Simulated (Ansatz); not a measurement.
Ideal-gas functions of Cl2H2HfSe2 (`[Cl][Hf]([Cl])([SeH])[SeH]`) at 600 K and 1 bar, from an Ansatz frequency run at PBE0-D4/def2-TZVP.

Molar mass 409.33 g/mol, point group C1 (symmetry number 1), electronic degeneracy 1, moments of inertia 714.114, 916.295, 1099.992 u Å². Harmonic wavenumbers (cm⁻¹, unscaled): 55, 59, 77, 83, 94, 129, 197, 233, 250, 376, 385, 427, 443, 2401, 2405.

Use S(trans) = R[1.5 ln M + 2.5 ln T − 1.1517]; rotational temperatures θ = 24.2544 K / I; S(rot) = R[ln(√π/σ · √(T³/θAθBθC)) + 1.5]; for each mode x = 1.438777 ν̃/T, S = R[x/(eˣ − 1) − ln(1 − e⁻ˣ)] and H = RT x/(eˣ − 1); 1 cm⁻¹ = 0.0119627 kJ/mol; R = 8.31446 J/(mol·K).

Problem. By hand: the entropy, in J/(mol·K).

Solution. Translation 198.4. Rotation: θ = 0.034, 0.0265, 0.022 K, giving 142.0. Vibration, mode by mode: 25.16, 24.58, 22.37, 21.75, 20.72, 18.10, 14.63, 13.26, 12.69, 9.45, 9.27, 8.47, 8.19, 0.18, 0.18, in all 209.0. Electronic 0.0. Sum 549.4 J/(mol·K).

Problem. By hand: H − E and G − E in kJ/mol, counted from the electronic energy.

Solution. Zero-point energy ½ × 7614 × 0.0119627 = 45.5; thermal vibration 50.3; translation, rotation and pV give 4 RT = 20.0. H − E = 115.8 kJ/mol, and G − E = 115.8 − 600 × 549.4/1000 = -213.8 kJ/mol.

Vibration gives 38 % of the entropy, 132.7 J/(mol·K) of it from the modes under 150 cm⁻¹: soft modes count most, and the harmonic formula is weakest for them. The sum counts one conformer and one mirror image; others add a mixing term.
